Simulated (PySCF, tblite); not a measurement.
Isomers of C5H18Si3, one GFN2-xTB conformer each. Single-point energies are computed at PBE0/pcSseg-1 (PySCF, gas phase, no added dispersion term), electronic only.

Question: Rank them by PBE0/pcSseg-1 energy, lowest first (kJ/mol).
A. `[CH3:1][C@@H:2]([SiH3:3])[Si@@H:4]([CH3:5])[CH2:6][CH2:7][SiH3:8]` with C1–C2–Si4–C5 173°, C2–Si4–C6–C7 176°, Si4–C6–C7–Si8 179°
B. `[CH3:1][C@@H:2]([SiH3:3])[Si@H:4]([CH3:5])[CH2:6][CH2:7][SiH3:8]` with C1–C2–Si4–C5 50°, C2–Si4–C6–C7 178°, Si4–C6–C7–Si8 178°

Answer: A (0.0), B (0.5).

Neighbours under 10 kJ/mol apart (C[C@@H]([SiH3])[Si@@H](C)CC[SiH3] and C[C@@H]([SiH3])[Si@H](C)CC[SiH3]) can change places with a better method, another conformer or zero-point energy. C[C@@H]([SiH3])[Si@@H](C)CC[SiH3] and C[C@@H]([SiH3])[Si@H](C)CC[SiH3] are stereoisomers, 0.5 kJ/mol apart in the conformers taken. GFN2-xTB itself gives, in the same order: 0.0, 2.6. Both levels put the same isomer lowest.

Which frontier levels, dipoles and rotational constants go with these structures?

```
                           SMILES  HOMO (eV, PBE0/pcSseg-1)  LUMO (eV)  dipole (D)       A, B, C (MHz)
C[C@@H]([SiH3])[Si@@H](C)CC[SiH3]                     -7.65       0.71        0.74  1636, 492.8, 464.1
 C[C@@H]([SiH3])[Si@H](C)CC[SiH3]                     -7.64       0.74        1.22  1523, 530.4, 443.1
```

What happens when harmonic zero-point energies from GFN2-xTB frequencies are added?

```
                           SMILES  ZPE (kJ/mol)  electronic (kJ/mol)  with ZPE (kJ/mol)
C[C@@H]([SiH3])[Si@@H](C)CC[SiH3]         533.1                  0.0                0.0
 C[C@@H]([SiH3])[Si@H](C)CC[SiH3]         533.3                  0.5                0.6
```

The zero-point energies span 0.2 kJ/mol. The order is unchanged.
